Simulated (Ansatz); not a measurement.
Input file for `BB(Cl)OC`:

```yaml
crystal:
  periodic: [false, false, false]
  atoms:
    - {symbol: B, position_ang: [-0.821851, 1.419846, 0.402255]}
    - {symbol: B, position_ang: [-0.258974, -0.052692, 0.958920]}
    - {symbol: Cl, position_ang: [-0.690840, -0.233612, 2.680079]}
    - {symbol: O, position_ang: [0.413606, -1.060313, 0.394829]}
    - {symbol: C, position_ang: [0.805560, -1.020542, -0.964165]}
    - {symbol: H, position_ang: [-1.934015, 1.542234, -0.024217]}
    - {symbol: H, position_ang: [-0.170505, 2.418651, 0.510734]}
    - {symbol: H, position_ang: [0.357807, -1.869039, -1.483831]}
    - {symbol: H, position_ang: [0.490075, -0.093411, -1.452606]}
    - {symbol: H, position_ang: [1.892236, -1.102122, -1.019100]}
basis:
  gaussian: {orbitals: def2-TZVPP}
correlation: {method: ccsd_t}
```

```sh
$ ansatz run in.yaml --threads 4 --pin off --events-out ev --progress --plain --max-ram 10444MiB
```

Output of Ansatz, abridged:

```
Functional definition: HF
1414 factors; integrals over basis functions are off by at most 1.1e-3 eV
mean field evaluation 1: about -16994.4073 eV, gradient 3.2e1 eV
mean field evaluation 2: about -16994.6277 eV, gradient 3.2e1 eV
mean field evaluation 4: about -16997.2150 eV, gradient 4.4e0 eV
mean field evaluation 8: about -16997.2779 eV, gradient 2.4e-1 eV
mean field -16997.27831063 eV, -624.6384567468 hartree, gradient 2.6e-6 eV, S^2 0.000000; 0 other end points of the search recorded, 0 dependent functions left out
9 core orbitals not correlated: weight in the atoms' cores, before any rotation towards them, 1.000 or more for the frozen orbitals, at most 0.000 for the correlated occupied ones
reference -16997.27831063 eV, -624.6384567468 hartree; 14, 14 occupied and 213, 213 virtual orbitals, 1414 factors
second order -21.48986027 eV of doubles, -0.00000000 eV of singles
cycle   1  -22.21018454 eV  change   -7.2e-1 eV  update   1.0e-1
cycle   2  -22.74342014 eV  change   -5.3e-1 eV  update   3.0e-2
cycle   3  -22.86990953 eV  change   -1.3e-1 eV  update   1.7e-2
cycle   4  -22.85734517 eV  change    1.3e-2 eV  update   4.6e-3
cycle   5  -22.85566477 eV  change    1.7e-3 eV  update   2.3e-3
cycle   6  -22.85637953 eV  change   -7.1e-4 eV  update   7.7e-4
cycle   7  -22.85603173 eV  change    3.5e-4 eV  update   3.1e-4
cycle   8  -22.85600524 eV  change    2.6e-5 eV  update   1.3e-4
cycle   9  -22.85608610 eV  change   -8.1e-5 eV  update   6.3e-5
cycle  10  -22.85606039 eV  change    2.6e-5 eV  update   2.9e-5
perturbative correction -0.90202856 eV, -0.0331489381 hartree
Total energy: -17021.03639958 eV, -625.5115504118 hartree
```

Hardware: 4 threads of an Arm Neoverse V1 on a shared host. Wall time 110 s, peak host memory 4.4 GiB.

MP2 recovers 90.5 % of the CCSD(T) correlation energy and the triples give 3.8 %; T1 = 0.0128.
